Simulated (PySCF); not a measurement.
## Radial density of Ru+ (ruthenium, charge +1)

HSE06, [Kr] 4d7, high-spin 4F determinant. All numbers are calculated (PySCF 2.14, scalar relativity through the core potential, in cc-pwCVTZ-PP with ECP28MDF (7s7p6d3f2g, 97 functions)). This is the valence pseudo-density: the core potential removes the inner electrons and smooths the orbitals near the nucleus.

```csv
r (bohr),4πr²ρ (e/bohr),4πr²(ρα − ρβ)
0.0314,2.317e-05,0.0000
0.0528,5.495e-05,0.0000
0.0888,0.0001828,0.0000
0.149,0.001594,0.0002
0.251,0.02593,0.0044
0.423,0.6956,0.0823
0.711,8.508,0.8783
1.20,12.30,2.1391
2.01,3.259,1.0615
3.38,0.3502,0.1211
5.69,0.007651,0.0016
9.57,1.100e-05,0.0000
```

Energies and moments cover only the electrons outside the core potential.
